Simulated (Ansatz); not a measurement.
Relaxation of trans-V(PH3)2F4 (VP₂H₆F₄) with UKS r2SCAN-D4/def2-SVP.

```sh
$ ansatz run in.yaml --threads 4 --pin off --events-out ev --progress --plain --max-ram 4787MiB
```

```yaml
crystal:
  periodic: [false, false, false]
  atoms:
    - {symbol: F, position_ang: [1.826450, -0.019560, 0.009790]}
    - {symbol: F, position_ang: [-1.814310, -0.002070, -0.012050]}
    - {symbol: F, position_ang: [0.011680, 1.625640, 0.005950]}
    - {symbol: F, position_ang: [0.001490, -1.647070, -0.007260]}
    - {symbol: P, position_ang: [-0.005360, -0.018960, 2.516090]}
    - {symbol: P, position_ang: [0.005100, 0.018860, -2.515790]}
    - {symbol: V, position_ang: [0.006740, -0.011440, -0.000840]}
    - {symbol: H, position_ang: [0.401670, 1.117370, 3.196430]}
    - {symbol: H, position_ang: [0.769810, -0.927710, 3.216590]}
    - {symbol: H, position_ang: [-1.186960, -0.224780, 3.209660]}
    - {symbol: H, position_ang: [1.153800, 0.345090, -3.218270]}
    - {symbol: H, position_ang: [-0.857710, 0.875390, -3.179190]}
    - {symbol: H, position_ang: [-0.312400, -1.130770, -3.221110]}
basis:
  gaussian: {orbitals: def2-SVP}
magnetization: {spin_polarized: true, initial_magnetization: 1}
hamiltonian: {xc: r2scan, dispersion: d4}
scf: {lower_state_search: "off"}
output: {orbitals: {seedname: orbitals}}
relax: {f_tol: 0.02, max_steps: 100}
```

Hardware: 4 threads of Arm Neoverse V1 on a shared host. Wall time 73 s.

Positions (Å) and forces (eV/Å) at steps 1, 2, 3, 4, 5, 6, 7, 8 of 8:

```xyz
13
step=1 energy=-55210.8741 eV
F     1.826   -0.020    0.010    0.095    0.009    0.041
F    -1.814   -0.002   -0.012   -0.078   -0.010   -0.041
F     0.012    1.626    0.006    0.022    4.633    0.002
F     0.001   -1.647   -0.007   -0.029   -4.661   -0.001
P    -0.005   -0.019    2.516   -0.002   -0.011   -0.541
P     0.005    0.019   -2.516   -0.001    0.015    0.538
V     0.007   -0.011   -0.001   -0.008    0.018    0.003
H     0.402    1.117    3.196    0.261    0.708    0.257
H     0.770   -0.928    3.217    0.511   -0.582    0.275
H    -1.187   -0.225    3.210   -0.749   -0.127    0.270
H     1.154    0.345   -3.218    0.731    0.196   -0.277
H    -0.858    0.875   -3.179   -0.554    0.533   -0.257
H    -0.312   -1.131   -3.221   -0.202   -0.721   -0.268
13
step=2 energy=-55211.3468 eV
F     1.827   -0.021    0.062   -0.175    0.010    0.000
F    -1.815   -0.005   -0.063    0.183   -0.013    0.001
F     0.012    1.683   -0.016    0.014    1.829    0.006
F     0.000   -1.709    0.015   -0.018   -1.833   -0.004
P     0.000   -0.022    2.559   -0.019    0.025   -0.394
P    -0.002    0.029   -2.559    0.031   -0.049    0.391
V     0.006   -0.013   -0.001   -0.010    0.018    0.000
H     0.424    1.152    3.209    0.062    0.168    0.110
H     0.807   -0.961    3.229    0.119   -0.142    0.090
H    -1.221   -0.234    3.228   -0.174   -0.033    0.139
H     1.188    0.358   -3.235    0.170    0.048   -0.138
H    -0.895    0.908   -3.200   -0.134    0.136   -0.084
H    -0.331   -1.166   -3.228   -0.046   -0.166   -0.115
13
step=3 energy=-55211.2602 eV rejected
F     1.767   -0.005    0.122    0.201    0.277    0.058
F    -1.770   -0.014   -0.067   -0.196   -0.274   -0.110
F    -0.009    1.766    0.013    0.269    0.135   -0.035
F     0.005   -1.782    0.021   -0.274   -0.126   -0.017
P    -0.036   -0.015    2.488   -0.181   -0.030    2.452
P     0.056    0.020   -2.525    0.189    0.063   -2.002
V    -0.002   -0.009    0.011    0.065   -0.004   -0.128
H     0.425    1.135    3.243   -0.107   -0.334   -0.608
H     0.785   -0.961    3.212   -0.182    0.245   -0.549
H    -1.199   -0.223    3.367    0.532    0.098   -0.913
H     1.176    0.337   -3.434   -0.586   -0.163    0.953
H    -0.868    0.910   -3.182    0.197   -0.228    0.391
H    -0.331   -1.159   -3.270    0.072    0.339    0.507
13
step=4 energy=-55211.4857 eV
F     1.796    0.008    0.133   -0.053    0.159   -0.012
F    -1.778   -0.020   -0.111    0.028   -0.156   -0.005
F     0.018    1.754    0.000    0.159    0.295   -0.024
F    -0.001   -1.764    0.013   -0.158   -0.310    0.008
P    -0.016   -0.016    2.538   -0.032   -0.015    0.278
P     0.013    0.016   -2.547    0.047    0.028   -0.209
V     0.009   -0.006    0.005    0.011    0.001   -0.026
H     0.439    1.156    3.203   -0.035   -0.097   -0.075
H     0.811   -0.978    3.181   -0.070    0.075   -0.071
H    -1.226   -0.231    3.262    0.139    0.022   -0.095
H     1.188    0.344   -3.284   -0.133   -0.036    0.091
H    -0.901    0.914   -3.163    0.068   -0.054    0.059
H    -0.352   -1.177   -3.231    0.029    0.087    0.080
13
step=5 energy=-55211.4578 eV rejected
F     1.778    0.087    0.147   -0.035   -0.394    0.013
F    -1.768   -0.097   -0.127    0.020    0.394   -0.020
F     0.085    1.782   -0.069   -0.400   -0.209   -0.020
F    -0.075   -1.792    0.071    0.399    0.196    0.011
P    -0.023   -0.011    2.531   -0.012    0.023    0.336
P     0.025    0.013   -2.538    0.011   -0.016   -0.276
V     0.005   -0.005    0.004    0.025    0.014   -0.029
H     0.443    1.144    3.218   -0.028   -0.090   -0.088
H     0.810   -0.988    3.142   -0.070    0.073   -0.077
H    -1.219   -0.237    3.273    0.117    0.005   -0.120
H     1.187    0.346   -3.293   -0.113   -0.020    0.130
H    -0.894    0.926   -3.123    0.072   -0.069    0.062
H    -0.354   -1.168   -3.235    0.016    0.093    0.078
13
step=6 energy=-55211.5026 eV
F     1.786    0.030    0.132   -0.064    0.008   -0.006
F    -1.775   -0.044   -0.118    0.062   -0.008   -0.002
F     0.036    1.766   -0.042    0.007    0.054   -0.001
F    -0.025   -1.780    0.045   -0.009   -0.053   -0.007
P    -0.018   -0.016    2.539   -0.003    0.009    0.066
P     0.019    0.018   -2.543   -0.004   -0.012   -0.048
V     0.006   -0.007    0.003    0.006    0.001   -0.011
H     0.440    1.150    3.204   -0.005   -0.015   -0.007
H     0.809   -0.981    3.165   -0.009    0.011   -0.022
H    -1.219   -0.236    3.263    0.020    0.004   -0.021
H     1.186    0.348   -3.280   -0.015   -0.007    0.031
H    -0.894    0.921   -3.144    0.011   -0.008    0.021
H    -0.351   -1.170   -3.223    0.004    0.015    0.007
13
step=7 energy=-55211.5033 eV
F     1.781    0.036    0.136   -0.002   -0.018   -0.008
F    -1.771   -0.049   -0.126    0.000    0.019    0.007
F     0.037    1.772   -0.041   -0.021   -0.004   -0.020
F    -0.027   -1.784    0.038    0.020    0.003    0.016
P    -0.018   -0.009    2.540   -0.003   -0.009    0.003
P     0.016    0.010   -2.542    0.004    0.012    0.002
V     0.006   -0.006    0.001   -0.003   -0.003   -0.007
H     0.442    1.150    3.213    0.003    0.002   -0.004
H     0.810   -0.981    3.153   -0.001   -0.002    0.004
H    -1.218   -0.234    3.260   -0.003   -0.003    0.005
H     1.188    0.344   -3.268    0.001    0.002   -0.003
H    -0.893    0.921   -3.133    0.005    0.002   -0.003
H    -0.354   -1.171   -3.232   -0.001    0.000    0.007
13
step=8 energy=-55211.5037 eV
F     1.779    0.036    0.127    0.010   -0.008    0.002
F    -1.772   -0.050   -0.119   -0.009    0.009   -0.001
F     0.034    1.771   -0.059   -0.010   -0.004   -0.001
F    -0.026   -1.784    0.054    0.010    0.006   -0.001
P    -0.019   -0.011    2.541    0.006    0.007   -0.012
P     0.018    0.013   -2.542   -0.006   -0.006    0.012
V     0.004   -0.007    0.000   -0.004   -0.004   -0.003
H     0.443    1.148    3.212    0.001    0.002    0.009
H     0.809   -0.984    3.153    0.002   -0.002    0.002
H    -1.218   -0.236    3.262   -0.004   -0.002    0.003
H     1.190    0.345   -3.266    0.004    0.001    0.001
H    -0.890    0.926   -3.133    0.001    0.002   -0.002
H    -0.354   -1.168   -3.231   -0.001   -0.001   -0.009
```

Another isomer (doublet) lies 0.35 eV lower at PBE0-D4/def2-TZVP; other spin states weren't run for this one.
